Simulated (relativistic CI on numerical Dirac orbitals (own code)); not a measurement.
What each ingredient does to the levels of Gd XLIII

Base calculation: Dirac-Coulomb-Breit CI, separate exchange-only KLI orbitals for each configuration, model QED (radiative potential, 1s self-energy scaled to tabulated hydrogen-like ionisation energies), unscaled Slater integrals.

CI space (outside the closed core [Ne]): 3s2 3p6 3d4, 3s2 3p5 3d5, 3s 3p6 3d5, 3s2 3p6 3d3 4s, 3s2 3p6 3d3 4p, 3s2 3p6 3d3 4d, 3s2 3p5 3d4 4s, 3s2 3p6 3d3 4f, 3s 3p6 3d4 4s, 3p6 3d5 4p, 3p6 3d6, 3p5 3d7, 3p5 3d6 4s, 3p6 3d5 4s, 3p5 3d5 4s2, 3s2 3p6 3d2 4s2, 3s2 3p6 3d 4s2 4p, 3s2 3p6 3d 4s2 4d. Double excitations out of closed p, d and f shells are left out; levels of such configurations are missing from the list, as are those of other unlisted configurations, and high levels can miss mixing partners.

Variants: (1) Breit term removed; (2) one mean potential for all configurations. Shifts of the energy above 3s2 3p6 3d4 3P_0, in cm⁻¹, for the lowest level and the first level of each name with at least 55 % of one term (blank where a level changes its place among those of its configuration and J or its character, or is not in the variant):

```
           Level     Base    Δ(1)  Δ(2)
3s2 3p6 3d4 3P_0        0       0     0
3s2 3p6 3d4 5D_1   229182   +8201  +114
3s2 3p6 3d4 5D_0   522673  +14708  +215
3s2 3p6 3d4 3H_5   583584  +26422  +216
3s2 3p6 3d4 3G_4   640165  +25463  +212
3s2 3p6 3d4 3G_5   886251  +34438  +324
3s2 3p6 3d4 3D_1   887448  +23392  +304
3s2 3p6 3d4 1S_0  1049144  +21421  +238
3s2 3p6 3d4 1D_2  1101966  +26386  +280
```

At this charge energies of transitions that change n are usually good to better than 1 %, and those within a shell (Δn = 0) to a few per cent.

Ionisation energy from the two ground configurations alone: base 3311.54 eV; Breit term removed 3314.21 eV. The NIST ASD value (theoretical) is 3312 eV.

LS names give the leading component of a level, which can be under half, so a name can repeat, a term be missing and a line seem to break the LS rules.
